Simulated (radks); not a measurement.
Valence configurations of Pr (all share [Xe]). Calculated with a radial shooting solver on a logarithmic mesh with Libxc functionals: Dirac Kohn-Sham, PBE, spin-unpolarised, spherical densities, point nucleus; open shells fill j = l - 1/2 first. Energies are relative to 4f3 6s2; eigenvalues in eV.

valence          E (eV)  e(4f5/2)  e(5d3/2)  e(6p1/2)  e(6s1/2)
4f3 6s2           0.000    -1.335         -         -    -3.457
4f1 5d2 6s2       6.780   -12.394    -4.110         -    -4.027
4f3 6s1 6p1       2.142    -2.352         -    -1.841    -4.026
4f1 5d2 6s1 6p1   9.334   -13.426    -4.973    -2.011    -4.614
4f2 5d1 6s2       1.102    -6.302    -3.089         -    -3.789
4f3 5d1 6s1       1.490    -0.224    -1.408         -    -3.014
5d2 6s2 6p1      22.247         -    -7.523    -2.440    -5.491
4f2 5d2 6p1       4.149    -5.647    -2.911    -1.647         -
4f2 6s2 6p1       3.296    -9.332         -    -2.296    -4.970

NIST lists [Xe] 4f3 6s2 as the ground configuration; this level of theory agrees among the configurations tried. The energies are those of spherical spin-averaged densities, not of single terms. No valid solution was reached for [Xe] 4f4 6s1.
